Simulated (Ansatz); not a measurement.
A series at Si: from `C[Si](C)(C)F`, ligands are replaced one by one, each step taking up H₂S and setting free CH₄; n counts the steps. Ansatz, PBE0-D4/def2-TZVP geometries. Each molecule was computed in one conformer, which needn't be the lowest.

CBS adds triple-zeta CCSD(T) − MP2 to the MP2 limit, frozen cores; atoms without spin–orbit coupling. 

```csv
n,molecule,"atomization energy, CCSD(T)/CBS (kJ/mol)"
0,`C[Si](C)(C)F`,5448.7
1,`C[Si](C)(F)S`,?
2,`C[Si](F)(S)S`,3600.5
3,`F[Si](S)(S)S`,2667.9
```

Task: By hand: fit a straight line y = ȳ + b (n − n̄) to the 3 given rows and predict n = 1.

Result: n̄ = 1.667, ȳ = 3905.70; Σ(n − n̄)(y − ȳ) = -4323.80, Σ(n − n̄)² = 4.667, so b = -926.46 kJ/mol a step. Prediction: 3905.70 + (-926.46) × (-0.667) = 4523.6 kJ/mol.

Task: By hand: compare with the computed value, 4523.1 kJ/mol, and give the steps along the whole series.

Result: The line misses by -0.5 kJ/mol (computed minus predicted). Steps: -925.6, -922.6, -932.6 kJ/mol.

The steps differ by at most 10.0 kJ/mol, 1.1 % of a mean step, so the ligands' effects nearly add and a line is close. The miss is 0.0 % of the series' range. The energies themselves are unsure by some kJ/mol a bond, though much of that is common to the series.
